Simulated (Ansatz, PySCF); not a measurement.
Gas-phase reaction R1 + 2 R2 → 2 P1 + P2, each structure at its B3LYP-D3(BJ)/def2-TZVP stationary point, reached from a drawn start (curvature not checked).
P1: H2 (SMILES [H][H]), charge 0, multiplicity 1.
R1: H2O (SMILES O), charge 0, multiplicity 1.
R2, SiH4 (SMILES [SiH4]) (charge 0, multiplicity 1, Z-matrix in Å and degrees):
```
Si
H 1 1.4803
H 1 1.4803 2 109.47
H 1 1.4803 2 109.47 3 120.00
H 1 1.4803 2 109.47 3 -120.00
```
P2: H6OSi2 (SMILES [SiH3]O[SiH3]), charge 0, multiplicity 1.

P less R. No zero-point or thermal terms.

Correlated levels freeze the cores. CBS: X⁻³ extrapolation of the correlation energy, Hartree–Fock from the larger set.

Codes used: Ansatz (a quantum-chemistry and plane-wave program); PySCF for M06-2X and the D3/D4 terms. Each number belongs to the level named beside it.

The comparison value is -1.566 eV (CCSD(T)/CBS(cc-pV(T+d)Z, cc-pV(Q+d)Z)). It is a level with limits of its own, not the exact answer.

### Question
Order these levels by how close they come to the comparison value for the reaction energy, closest first: BLYP-D3(BJ)/def2-TZVPP, M06-2X/def2-TZVPP, BHLYP-D4/def2-TZVPP, HF/cc-pV(Q+d)Z, HF/cc-pV(D+d)Z. Give each level's value less the comparison value.

### Answer
BHLYP-D4/def2-TZVPP (-0.013 eV), HF/cc-pV(Q+d)Z (0.044 eV), BLYP-D3(BJ)/def2-TZVPP (0.081 eV), M06-2X/def2-TZVPP (-0.150 eV), HF/cc-pV(D+d)Z (0.475 eV)
